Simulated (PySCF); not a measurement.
State search for ZnO

Unrestricted PBE0; Zn def2-TZVPPD, O def2-TZVPPD; no relativity (PySCF 2.14). Outer shells of the fragments: Zn 3d10 4s2; O 2s2 2p4.

Followed along the bond (rough minima from three points):

| 2Ms+1 | unpaired | ⟨S²⟩ at the start | R at minimum (Å) | Te (eV) |
| --- | --- | --- | --- | --- |
| 3 | σ ↑, π ↑ | 2.01 | 1.87 | 0.00 |
| 1 | σ ↓, π ↑ | 1.01 | 1.86 | 0.13 |
| 1 | none | 0.00 | 1.70 | 0.22 |
| 3 | σ ↑↑ | 2.00 | 1.81 | 1.53 |

Solutions found at the starting distance of 1.790 Å, counted from the lowest of them; the search is not exhaustive and high or unbound solutions are not listed, so other states can lie among these:

```
2Ms+1  unpaired   term  E (eV)  ⟨S²⟩  ⟨Lz²⟩  μ (D)
    3  σ ↑, π ↑     ³Π    0.00  2.01   1.01  -2.25
    1  σ ↓, π ↑  mixed    0.13  1.01   1.01  -2.36
    1      none    ¹Σ⁺    0.28  0.00   0.00  -6.14
    3      σ ↑↑    ³Σ⁺    1.50  2.00   0.00  -3.06
    3      π ↑↑    ³Σ⁻    3.34  2.01   0.00   3.08
    3      π ↑↑  mixed    3.93  2.01   2.01  -2.63
    1      π ↑↓  mixed    4.04  1.00   2.01   2.98
    1      π ↑↓  mixed    4.06  1.07   2.01  -2.26
    3      π ↑↑  mixed    4.10  2.01   2.01  -2.49
    1      none  mixed    6.02  0.00   2.00   2.58
```

A term symbol is given only where ⟨S²⟩ and ⟨Lz²⟩ are close to those of a pure state; real π, δ and φ orbitals otherwise mix terms. A positive dipole means Zn(−)O(+).

Counting both spins, an empty level lies below a filled one in some of these solutions, because spin and occupation are held.
